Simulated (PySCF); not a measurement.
CH₅N, charge +1, doublet, geometry from GFN2-xTB (a state made from the parent by changing its charge; the spin is typed, not shown lowest), atoms displaced at random by about 0.08 Å a coordinate. Base run: TPSS/6-31G, gradient in PySCF.

Input for PySCF:
```python
from pyscf import gto, scf, dft

mol = gto.Mole()
mol.atom = '''
    C    -0.70470769    0.15290527   -0.00584182
    N     0.59555876   -0.02394422    0.04520575
    H    -1.20991710   -0.67535978   -0.60719388
    H    -1.08372149    1.00374464   -0.51480188
    H    -1.11307193    0.28038796    1.09545833
    H     1.07443153   -0.86527483   -0.44675889
    H     1.26632194    0.69117037    0.47046206
'''
mol.basis = '6-31g'
mol.charge = 1
mol.spin = 1
mol.verbose = 4
mol.build()

mf = dft.UKS(mol)
mf.xc = 'tpss'
mf.kernel()
g = mf.nuc_grad_method()
grad = g.kernel()
```

The coordinate followed is x of atom 2.

Variants of this job, named by their change:

| change | dE/dx (Eh/bohr) | net force (Eh/bohr) |
|---|---|---|
| base | -0.133191 | 0.000009 |
| density fitting = on; auxbasis_response = off | -0.132437 | 0.000328 |
| conv_tol = 1e-11 | -0.133191 | 0.000009 |
| finite difference step (bohr) = 1e-4; conv_tol = 1e-11 | -0.133183 | - |
| grids.level = 1; grid_response = off | -0.133214 | 0.000072 |
| conv_tol = 1e-6 | -0.133209 | 0.000009 |
| finite difference step (bohr) = 1e-3; conv_tol = 1e-11 | -0.133184 | - |
| finite difference step (bohr) = 0.05; conv_tol = 1e-11 | -0.133876 | - |
| finite difference step (bohr) = 0.2; conv_tol = 1e-11 | -0.144450 | - |
| grids.level = 5; grid_response = on | -0.133187 | 0.000000 |
| grids.level = 1; grid_response = on | -0.133122 | 0.000000 |
| finite difference step (bohr) = 0.01; conv_tol = 1e-11 | -0.133211 | - |

The net force is zero for an exact gradient.

Open shells are given as the SCF converged; they aren't shown to be the lowest states, and a large step between rows can be another state.
